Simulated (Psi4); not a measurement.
C$_{2}$H$_{6}$Zn, triplet, at a GFN2-xTB geometry (such geometries of metal compounds can be far from the true shape) (a higher spin typed on purpose: for a closed-shell molecule this is an excited state). Base run: Psi4 1.11 with PBE0/6-31G*.

Here is a job for Psi4.
```
memory 2 GB

molecule {
0 3
  Zn    0.19054193   -0.64890903    0.11807146
  C     0.92061324    1.19842274   -1.15616563
  H     1.93030660    0.91575429   -1.41543436
  H     0.87661335    2.09130864   -0.55620088
  H     0.26322321    1.23423769   -2.01028096
  C    -1.51792361    0.83577561    0.78603551
  H    -2.24851058    0.16792023    1.21825567
  H    -1.89189007    1.36631469   -0.07292682
  H    -1.06213831    1.48654517    1.51522418
}

set basis 6-31g*
set reference uks

energy('pbe0')
print_variables()
```

The base run was repeated with changes; each row names its change, and settings that it needs were set with it.

| change | basis functions | E (Eh) | dipole (D) | outcome |
|---|---|---|---|---|
| base | 81 | -1858.40608 | 1.22 | converged |
| basis = cc-pVDZ-DK; relativity = spin-free X2C (with scf_type pk) | 101 | -1875.29798 | 1.26 | converged |
| basis = cc-pVTZ-DK; relativity = none (with scf_type pk) | 212 | - | - | cut at the time limit |
| basis = cc-pVTZ-DK; relativity = spin-free X2C (with scf_type pk) | 212 | - | - | cut at the time limit |
| basis = cc-pVDZ-DK; relativity = none (with scf_type pk) | 101 | -1849.65538 | 1.25 | converged |

Absolute energies of different levels of theory aren't comparable as measures of quality.

Open shells are given as the SCF converged; they aren't shown to be the lowest states, and a large step between rows can be another state.

Basis sets contracted for a relativistic Hamiltonian are a mismatch without it, so the rows without relativity aren't non-relativistic limits. No row has spin-orbit coupling; sets with core potentials leave out the core electrons.
